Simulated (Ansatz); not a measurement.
Ansatz (a program for electronic structure) input:

Ansatz 0.2 input:
```yaml
crystal:
  periodic: [false, false, false]
  atoms:
    - {symbol: B, position_ang: [0.19188532, 0.04018903, -0.00738233]}
    - {symbol: F, position_ang: [0.49137223, 1.28607139, 0.12633432]}
    - {symbol: F, position_ang: [1.00036724, -0.94777659, -0.17602008]}
    - {symbol: N, position_ang: [-1.32709041, -0.30352131, 0.04363854]}
    - {symbol: H, position_ang: [-1.85219673, 0.22109242, -0.66694071]}
    - {symbol: H, position_ang: [-1.73708002, -0.03968600, 0.94844402]}
    - {symbol: H, position_ang: [-1.50617220, -1.30235569, -0.10288952]}
basis:
  gaussian:
    orbitals: 6-31G
total_charge: 1
magnetization: {spin_polarized: false}
correlation: {method: ccsd_t, electrons: outside_noble_gas}
```

### Question
What final total energy does it print?

### Answer
-279.97660 Eh (CCSD(T)/6-31G). The basis has 42 functions.

It need not be the lowest isomer of its formula.
